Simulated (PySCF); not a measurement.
## Two-component Hartree-Fock for Ho²⁺ (holmium, charge +2)

Start: [Xe] 4f11; 4f5/2 filled at m_j = -5/2, -3/2, -1/2, +1/2, +3/2, +5/2; 4f7/2 filled at m_j = -1/2, +1/2, +3/2, +5/2, +7/2. Calculated with PySCF 2.14 in x2c-QZVPPall-2c (16s16p12d6f4g1h, 213 functions): generalised Hartree-Fock with the X2C-1e Hamiltonian and a Gaussian nucleus; one run each with spin-orbit coupling (SO) switched off, then screened by Boettger's factors.

```tsv
spinor shell	electrons	ε, spin-free (eV)	ε, screened SO (eV)	weight of nominal j (screened SO)	rms radius, screened SO (bohr)
1s1/2	2	-55913.5	-55901.5	1.000	0.0236
2s1/2	2	-9490.6	-9486.8	1.000	0.0952
2p1/2	2	-8405.8	-9012.2	1.000	0.0814
2p3/2	4	-8405.8	-8150.1	1.000	0.0881
3s1/2	2	-2183.8	-2182.5	1.000	0.245
3p1/2	2	-1845.7	-1974.8	1.000	0.236
3p3/2	4	-1845.7	-1790.4	1.000	0.250
3d3/2	4	-1414.7	-1438.6	0.999	0.223
3d5/2	6	-1414.7	-1397.7	1.000	0.226
4s1/2	2	-467.79	-467.42	1.000	0.552
4p1/2	2	-354.06	-384.20	0.997	0.566
4p3/2	4	-354.06	-341.02	0.999	0.597
4d3/2	4	-197.28	-204.30	0.952	0.640
4d5/2	6	-197.28	-192.32	0.968	0.650
5s1/2	2	-75.044	-74.988	1.000	1.39
5p1/2	2	-45.886	-49.957	0.991	1.55
5p3/2	4	-45.886	-44.159	0.996	1.67
4f5/2	6	-27.728	-28.561	0.708	0.914
4f7/2	5	-27.728	-26.606	0.704	0.940
```

```csv
quantity,spin-free,screened SO
E (hartree),-12606.65948,-12616.58695
M_J,15/2,15/2
⟨J²⟩,63.762,63.763
⟨L²⟩,42.007,42.402
⟨S²⟩,3.755,3.774
```

Each row is a mean over spinors that exchange with the open shell spreads, by up to 14.221 eV (4d5/2).

Rows whose weight is well below 1 are mixtures of j = l ± 1/2: exchange outweighs spin-orbit coupling there, and the label is only the starting occupation.

Breit and QED terms are absent; they matter most for the inner s and p1/2 levels.

Densities and radii are taken from the X2C orbitals without a picture-change correction, which distorts them close to the nucleus.

Without spin-orbit coupling the j labels of p, d and f shells carry no meaning; the spin-free column gives the mean over the occupied spinors of each nl shell.
